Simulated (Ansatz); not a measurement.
Basis-set series for `[SiH3][AsH][SiH3]`. The species carries charge 0 and has multiplicity 1. The geometry is a stationary point of PBE0-D4/def2-TZVP.

```json
{"functional": "PBE0-D4", "basis": "def2-SVP", "functions": "103", "energy (Eh)": "-2818.09629", "HOMO (eV)": "-7.43", "LUMO (eV)": "0.21"}
{"functional": "PBE0-D4", "basis": "def2-TZVPP", "functions": "230", "energy (Eh)": "-2818.57823", "HOMO (eV)": "-7.43", "LUMO (eV)": "-0.09"}
{"functional": "ωB97M-V", "basis": "def2-SVP", "functions": "103", "energy (Eh)": "-2818.41415", "HOMO (eV)": "-9.43", "LUMO (eV)": "2.08"}
{"functional": "ωB97M-V", "basis": "def2-TZVPP", "functions": "230", "energy (Eh)": "-2818.89881", "HOMO (eV)": "-9.46", "LUMO (eV)": "1.54"}
```

Q: Give the rows for def2-QZVPP. (An estimate is asked.)

A: Ansatz gave: 
```tsv
functional	basis	functions	energy (Eh)	HOMO (eV)	LUMO (eV)
PBE0-D4	def2-QZVPP	439	-2818.64612	-7.45	-0.27
ωB97M-V	def2-QZVPP	439	-2818.96404	-9.47	1.10
```

Positive LUMOs are unbound and depend on the basis. Scalar relativity is left out up to krypton.
